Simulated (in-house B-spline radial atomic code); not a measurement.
Settings and results of a run for P IV (P3+) (an excited or competing configuration). Computed with an all-electron radial atomic-structure program (B-spline basis): Dirac-Hartree-Fock, average of configuration, Fermi nucleus of rms radius 3.1889 fm.

Command:
```bash
python run_scf.py task.json out
```
Settings (nuclear radius in fm, mass in u):
```
Z                15
configuration    [Ne] 3s1 7f1
hamiltonian      dirac
method           hf
spin_polarised   False
nucleus          fermi
rms_radius       3.1889
atomic_mass      30.97376
speed_of_light   137.035999084
```

Output (hartree, bohr):
```
 radial grid: 83 intervals, B-splines of order 8, outer radius 60 bohr

 iter        energy (Eh)    residual
    1       -335.8737906    3.48e-01
    2       -337.6459821    1.07e-01
    3       -337.7291761    4.22e-02
    4       -337.7419470    1.67e-02
    5       -337.7441861    3.24e-03
    6       -337.7442999    9.16e-05
    7       -337.7443001    6.12e-06
    8       -337.7443001    1.03e-07

 total energy                     -337.744300
 kinetic                            339.43947
 electron-nucleus                  -784.53371
 electron-electron                  107.34994

 first-order corrections (not in the total)
   Gaunt                            0.07451
   retardation                     -0.00516
   frequency dependence            -0.00005
   self-energy                      0.04877
   Uehling                         -0.00311
   Wichmann-Kroll                   0.00001
   recoil                           0.00503

 orbital      occ     eigenvalue          <r>       <r^2>       <1/r>       <r^4>     <1/r^2>       r_max    small
 1s1/2      2.000      -82.28362     0.103387   0.0143853     14.6608 0.000537156     436.351     0.06768  2.84e-03
 2s1/2      2.000       -9.52760     0.512074    0.311428     2.85806    0.174412     34.0347      0.4164  4.27e-04
 2p1/2      2.000       -7.40959     0.478483    0.285428     2.73396    0.173101     10.5518      0.3537  3.98e-04
 2p3/2      4.000       -7.37393     0.480537    0.287725     2.71843    0.175673     10.3681      0.3553  3.96e-04
 3s1/2      1.000       -2.29271       1.6143      2.9549    0.840128     13.2055     4.17732       1.436  7.78e-05
 7f5/2      0.429       -0.16430      16.7445     316.887   0.0828288      133167   0.0140201       18.73  4.48e-06
 7f7/2      0.571       -0.16430      16.7447     316.894    0.082827      133173    0.014019       18.73  4.48e-06
```

Time taken, with all properties: 1.1 s on 1 thread of Arm Neoverse V2, on a shared host.

For the Dirac Hamiltonian the kinetic term is c α·p + (β - 1)c².
